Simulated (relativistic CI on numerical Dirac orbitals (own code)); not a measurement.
## Cr²⁺ in a cubic cluster: 2p photoemission with charge transfer

Computed with a charge-transfer multiplet model of a cubic metal-ligand cluster with up to one ligand hole, Slater and spin-orbit integrals from Dirac-Coulomb-Breit ions, Slater integrals scaled by 0.7. The ground state mixes d4 with configurations of k ligand holes L, whose averages lie at kΔ + k(k − 1)U_dd/2; a core hole lowers each added d electron by U_cd. 300 K, Lorentzian 0.6 eV and Gaussian 0.8 eV FWHM.

Atomic integrals in eV (Slater integrals scaled, ζ unscaled), ground: F2dd 6.716, F4dd 4.172, zeta_d 0.027; with the core hole: F2dd 8.069, F4dd 5.055, zeta_d 0.047, zeta_core 5.620, F2cd 4.593, G1cd 3.414, G3cd 1.938.

Cluster parameters (eV): Δ = 7.1, U_dd = 6.2, U_cd = 7.1, 10Dq = 1.4, 10Dq(ligand) = 1.2, final-state hopping factor = 1.

Weights, n_d and S are thermal averages at 300 K. Binding energies count from the first peak over 30 % of the highest in each spectrum, which can be another peak from case to case. The parameters are a model scan and need not match a compound or its usual spin state. Peaks in eV (height, largest 100): 0.0 (100), 0.7 (94), 10.3 (68), 17.0 (10).

**Question.** Which parameters give this spectrum?
A. V(eg) = 0.65 eV, V(t2g) = -0.32 eV
B. V(eg) = 2.45 eV, V(t2g) = -1.2 eV
C. V(eg) = 1.55 eV, V(t2g) = -0.76 eV

**Answer.** C. V(eg) = 1.55 eV, V(t2g) = -0.76 eV; the ground state then has 4.12 d electrons and S = 2.00. The choice follows from running the model for each set and comparing peak positions and heights. The space is cut while the next configuration still counts.
